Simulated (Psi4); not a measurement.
C3H10O3Sn, singlet, geometry from GFN2-xTB (such geometries of metal compounds can be far from the true shape) (all electrons, no relativity); B3LYP/STO-3G (Psi4).

Here is a job for Psi4.
```
memory 2 GB

molecule {
0 1
C    -1.93712392   -1.72564346   -0.73818810
C    -1.78776819   -0.30907281   -0.23905623
C    -2.30365613    0.72259088   -1.21256626
Sn    0.37015102    0.09418853    0.19716000
O     1.48819454    0.27960780   -1.43840828
O     1.29573826   -1.32453165    1.24115640
O     0.75610868    1.75423431    1.22525043
H    -1.45934360   -1.84975476   -1.70722378
H    -1.50390181   -2.44074845   -0.04189228
H    -2.99761302   -1.95472921   -0.84807005
H    -2.25986947   -0.19027627    0.73711375
H    -3.36376630    0.54188265   -1.39358664
H    -1.77934704    0.66003138   -2.16358381
H    -2.19256116    1.73049569   -0.81875808
H     2.14767988   -0.40904667   -1.51568851
H     1.56950665   -1.02929775    2.10885310
H     1.18262288    2.43028568    0.69971101
}

set {
  basis sto-3g
  scf_type pk
}

energy('b3lyp')
print_variables()
```

Problem. Write the output that Psi4 gives for this input, abridged.

Solution. 
```
   => Loading Basis Set <=

    Name: STO-3G
    Role: ORBITAL
    Keyword: BASIS

         ---------------------------------------------------------
                                   SCF
               by Justin Turney, Rob Parrish, Andy Simmonett
                          and Daniel G. A. Smith
                              RKS Reference
         ---------------------------------------------------------

  ==> Geometry <==

    Molecular point group: c1
    Full point group: C1

    Geometry (in Angstrom), charge = 0, multiplicity = 1:

       Center              X                  Y                   Z               Mass
    ------------   -----------------  -----------------  -----------------  -----------------
         C           -2.020885315560    -1.746032103420    -0.779424407576    12.000000000000
         C           -1.871529585560    -0.329461453420    -0.280292537576    12.000000000000
         C           -2.387417525560     0.702202236580    -1.253802567576    12.000000000000
         SN           0.286389624440     0.073799886580     0.155923692424   119.902201630000
         O            1.404433144440     0.259219156580    -1.479644587576    15.994914619570
         O            1.211976864440    -1.344920293420     1.199920092424    15.994914619570
         O            0.672347284440     1.733845666580     1.184014122424    15.994914619570
         H           -1.543104995560    -1.870143403420    -1.748460087576     1.007825032230
         H           -1.587663205560    -2.461137093420    -0.083128587576     1.007825032230
         H           -3.081374415560    -1.975117853420    -0.889306357576     1.007825032230
         H           -2.343630865560    -0.210664913420     0.695877442424     1.007825032230
         H           -3.447527695560     0.521494006580    -1.434822947576     1.007825032230
         H           -1.863108435560     0.639642736580    -2.204820117576     1.007825032230
         H           -2.276322555560     1.710107046580    -0.859994387576     1.007825032230
         H            2.063918484440    -0.429435313420    -1.556924817576     1.007825032230
         H            1.485745254440    -1.049686393420     2.067616792424     1.007825032230
         H            1.098861484440     2.409897036580     0.658474702424     1.007825032230

  Running in c1 symmetry.

  Rotational constants: A =      0.07321  B =      0.04039  C =      0.03619 [cm^-1]
  Rotational constants: A =   2194.87291  B =   1210.82837  C =   1084.94674 [MHz]
  Nuclear repulsion =  796.529032216930091

  Charge       = 0
  Multiplicity = 1
  Electrons    = 102
  Nalpha       = 51
  Nbeta        = 51

  ==> Algorithm <==

  SCF Algorithm Type is PK.
  DIIS enabled.
  MOM disabled.
  Fractional occupation disabled.
  Guess Type is SAD.
  Energy threshold   = 1.00e-06
  Density threshold  = 1.00e-06
  Integral threshold = 1.00e-12

  ==> Primary Basis <==

  Basis Set: STO-3G
    Blend: STO-3G
    Number of shells: 39
    Number of basis functions: 67
    Number of Cartesian functions: 69
    Spherical Harmonics?: true
    Max angular momentum: 2

  ==> DFT Potential <==

   => LibXC <=

    Version 7.1.2
    S. Lehtola, C. Steigemann, M. J. T. Oliveira, and M. A. L. Marques,  SoftwareX 7, 1–5 (2018) (10.1016/j.softx.2017.11.002)

   => Composite Functional: B3LYP <=

    B3LYP Hyb-GGA Exchange-Correlation Functional

    P. J. Stephens, F. J. Devlin, C. F. Chabalowski, and M. J. Frisch,  J. Phys. Chem. 98, 11623 (1994) (10.1021/j100096a001)

    Deriv               =              1
    GGA                 =           TRUE
    Meta                =          FALSE

    Exchange Hybrid     =           TRUE
    MP2 Hybrid          =          FALSE

   => Exchange Functionals <=

    0.0800   Slater exchange
    0.7200         Becke 88

   => Exact (HF) Exchange <=

    0.2000               HF

   => Correlation Functionals <=

    0.1900   Vosko, Wilk & Nusair (VWN5_RPA)
    0.8100   Lee, Yang & Parr

   => LibXC Density Thresholds  <==

    XC_HYB_GGA_XC_B3LYP:  1.00E-15

   => Molecular Quadrature <=

    Radial Scheme          =       TREUTLER
    Pruning Scheme         =           NONE
    Nuclear Scheme         =       TREUTLER

    Blocking Scheme        =         OCTREE
    BS radius alpha        =              1
    Pruning alpha          =              1
    Radial Points          =             75
    Spherical Points       =            302
    Total Points           =         358616
    Total Blocks           =           2665
    Max Points             =            256
    Max Functions          =             62
    Weights Tolerance      =       1.00E-15

  ==> Integral Setup <==

  Using in-core PK algorithm.
   Calculation information:
      Number of atoms:                  17
      Number of AO shells:              39
      Number of primitives:            117
      Number of atomic orbitals:        69
      Number of basis functions:        67

      Integral cutoff                 1.00e-12
      Number of threads:                 1

  Performing in-core PK
  Using 5191562 doubles for integral storage.
  We computed 250661 shell quartets total.
  Whereas there are 304590 unique shell quartets.

  ==> DiskJK: Disk-Based J/K Matrices <==

    J tasked:                  Yes
    K tasked:                  Yes
    wK tasked:                  No
    Schwarz Cutoff:          1E-12

  Minimum eigenvalue in the overlap matrix is 2.0434874851E-01.
  Reciprocal condition number of the overlap matrix is 8.0169875366E-02.
    Using symmetric orthogonalization.

  ==> Pre-Iterations <==

  SCF Guess: Superposition of Atomic Densities via on-the-fly atomic UHF (no occupation information).

   -------------------------
    Irrep   Nso     Nmo
   -------------------------
     A         67      67
   -------------------------
    Total      67      67
   -------------------------

  ==> Iterations <==

                        Total Energy        Delta E     RMS |[F,P]|

   @RKS iter SAD: -6301.82572555501702   -6.30183e+03   0.00000e+00
   @RKS iter   1: -6306.58716985771753   -4.76144e+00   6.62461e-03 DIIS/ADIIS
   @RKS iter   2: -6306.68356593675708   -9.63961e-02   4.58504e-03 DIIS/ADIIS
   @RKS iter   3: -6306.74594382747910   -6.23779e-02   1.75724e-03 DIIS/ADIIS
   @RKS iter   4: -6306.75496576911155   -9.02194e-03   2.79096e-04 DIIS/ADIIS
   @RKS iter   5: -6306.75524138935634   -2.75620e-04   6.79830e-05 DIIS
   @RKS iter   6: -6306.75525642235243   -1.50330e-05   8.08165e-06 DIIS
   @RKS iter   7: -6306.75525657182789   -1.49475e-07   4.16320e-06 DIIS
   @RKS iter   8: -6306.75525662432301   -5.24951e-08   1.04309e-06 DIIS
   @RKS iter   9: -6306.75525662786185   -3.53884e-09   1.29397e-07 DIIS
  Energy and wave function converged.

  ==> Post-Iterations <==

   Electrons on quadrature grid:
      Ntotal   =  101.9999102770 ; deviation = -8.972e-05

    Orbital Energies [Eh]
    ---------------------

    Doubly Occupied:

       1A   -1019.365696     2A   -149.147923     3A   -141.828942
       4A   -141.828932     5A   -141.828623     6A    -27.573994
       7A    -24.898274     8A    -24.898237     9A    -24.897057
      10A    -18.772926    11A    -18.771785    12A    -18.769773
      13A    -16.991093    14A    -16.991085    15A    -16.990175
      16A    -16.990151    17A    -16.989871    18A    -10.003414
      19A    -10.003218    20A     -9.981326    21A     -4.067004
      22A     -2.957493    23A     -2.957364    24A     -2.953964
      25A     -0.880565    26A     -0.873464    27A     -0.872123
      28A     -0.748343    29A     -0.656123    30A     -0.564557
      31A     -0.556213    32A     -0.556101    33A     -0.547652
      34A     -0.547045    35A     -0.527619    36A     -0.424451
      37A     -0.415459    38A     -0.381125    39A     -0.373994
      40A     -0.357655    41A     -0.347015    42A     -0.343526
      43A     -0.305225    44A     -0.304935    45A     -0.225747
      46A     -0.203192    47A     -0.160470    48A     -0.158625
      49A     -0.117505    50A     -0.116365    51A     -0.115067

    Virtual:

      52A      0.140037    53A      0.219565    54A      0.221163
      55A      0.294571    56A      0.388695    57A      0.424135
      58A      0.428811    59A      0.456498    60A      0.460503
      61A      0.463439    62A      0.469962    63A      0.479550
      64A      0.505592    65A      0.524254    66A      0.534310
      67A      0.546833

    Final Occupation by Irrep:
              A
    DOCC [    51 ]
    NA   [    51 ]
    NB   [    51 ]

  @RKS Final Energy: -6306.75525662786185

   => Energetics <=

    Nuclear Repulsion Energy =            796.5290322169300907
    One-Electron Energy =              -10305.0560286959316727
    Two-Electron Energy =                3368.8217205660712352
    DFT Exchange-Correlation Energy =    -167.0499807149313654
    Empirical Dispersion Energy =           0.0000000000000000
    VV10 Nonlocal Energy =                  0.0000000000000000
    Total Energy =                      -6306.7552566278627637

Computation Completed

Properties will be evaluated at   0.000000,   0.000000,   0.000000 [a0]

Properties computed using the SCF density matrix

 Multipole Moments:

 ------------------------------------------------------------------------------------
     Multipole            Electronic (a.u.)      Nuclear  (a.u.)        Total (a.u.)
 ------------------------------------------------------------------------------------

 L = 1.  Multiply by 2.5417464519 to convert [e a0] to [Debye]
 Dipole X            :         16.0692145          -16.1451812           -0.0759667
 Dipole Y            :          3.9409477           -3.9299529            0.0109949
 Dipole Z            :          7.9918440           -7.9483842            0.0434598
 Magnitude           :                                                    0.0882076

 ------------------------------------------------------------------------------------

  Variable Map:
  ----------------------------------------------------------------------------
  "CURRENT ENERGY"              =>   -6306.755256627862
  "CURRENT REFERENCE ENERGY"    =>   -6306.755256627862
  "DD SOLVATION ENERGY"         =>       0.000000000000
  "DFT FUNCTIONAL TOTAL ENERGY" =>   -6306.755256627863
  "DFT TOTAL ENERGY"            =>   -6306.755256627863
  "DFT VV10 ENERGY"             =>       0.000000000000
  "DFT XC ENERGY"               =>    -167.049980714931
  "GRID ELECTRONS ALPHA"        =>      50.999955138496
  "GRID ELECTRONS BETA"         =>      50.999955138496
  "GRID ELECTRONS TOTAL"        =>     101.999910276992
  "NUCLEAR REPULSION ENERGY"    =>     796.529032216930
  "ONE-ELECTRON ENERGY"         =>  -10305.056028695932
  "PCM POLARIZATION ENERGY"     =>       0.000000000000
  "PE ENERGY"                   =>       0.000000000000
  "SCF ITERATION ENERGY"        =>   -6306.755256627862
  "SCF ITERATIONS"              =>       9.000000000000
  "SCF TOTAL ENERGY"            =>   -6306.755256627862
  "TWO-ELECTRON ENERGY"         =>    3368.821720566071
  "XC GRID RADIAL POINTS"       =>      75.000000000000
  "XC GRID SPHERICAL POINTS"    =>     302.000000000000
  "XC GRID TOTAL POINTS"        =>  358616.000000000000

  Array Variable Map:
  ----------------------------------------------------------------------------
  "CURRENT DIPOLE"              =>      -0.075966677325 ... 0.043459778954 1 by 3
  "SCF DIPOLE"                  =>      -0.075966677325 ... 0.043459778954 1 by 3
  "SCF TOTAL ENERGIES"          =>   -6301.825725555017 ... -6306.755256627862 1 by 10
```
